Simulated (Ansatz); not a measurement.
AlAsH$_{4}$Si, SMILES `[AlH]1[SiH2][AsH]1`, relaxed with RKS PBE0-D4/def2-TZVP in Ansatz from a PBE-D4/def2-SVP geometry. The force threshold is 0.005 eV/Å; the program also tests the step.

The species carries charge 0 and has multiplicity 1.

Start:

```xyz
7

Al   -1.220   -0.586   -0.015
Si    0.584    0.776    0.662
As    1.012   -1.255   -0.692
H    -2.751   -0.906   -0.320
H     1.134    2.073    0.129
H     1.174    0.476    2.014
H     0.068   -0.578   -1.778
```

Q: By how much does the energy fall, and how many steps does the optimiser take? (Best estimate.)

A: The calculation gave: 0.02 eV, in 5 steps.

Q: Which bonds change most? (An estimate is asked.)

A: The calculation gave: Si2–As3 from 2.478 to 2.440 Å; Al1–As3 from 2.427 to 2.404 Å; As3–H7 from 1.591 to 1.571 Å; Si2–H5 from 1.507 to 1.487 Å.

Q: Give the relaxed structure. (Best estimate.)

A: Ansatz gave: 
```xyz
7

Al   -1.218   -0.568   -0.015
Si    0.588    0.762    0.652
As    0.992   -1.241   -0.682
H    -2.730   -0.912   -0.306
H     1.124    2.047    0.129
H     1.158    0.475    1.994
H     0.086   -0.563   -1.771
```
